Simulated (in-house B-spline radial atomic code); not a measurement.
Configurations of Sm IV (Sm3+), with energies counted from [Xe] 4f5. All numbers are computed (scalar-relativistic (X2C) BHandHLYP, spin-polarised, spherical fractional occupations, exact exchange averaged over the configuration; Fermi nucleus of rms radius 5.0819 fm) with a B-spline radial code for spherical atoms, not measured. Shells without spins written out take the highest spin.

Occupations are held fixed; configurations that lie above the ionisation limit could autoionise.

```
            configuration  E - E(ref) (eV)  highest orbital  its <r> (bohr)
             [Xe] 4f4 6s1            14.57            6s up           3.099
[Kr] 4d10 4f5 5s2 5p5 5d1           23.794            5d up           2.138
 [Kr] 4d9 4f5 5s2 5p6 6p1           145.25            6p up           3.591
 [Kr] 4d9 4f5 5s2 5p6 6d1            152.3            6d up           4.755
```

(1) Order these further configurations by energy, lowest first.
A. [Kr] 4d9 4f6 5s2 5p6
B. [Xe] 4f4 6d1
C. [Kr] 4d10 4f5 5s2 5p5 6p1
D. [Kr] 4d10 4f6 5s2 5p5

Answers

(1) D (16.968 eV), B (26.994 eV), C (33.077 eV), A (123.35 eV).
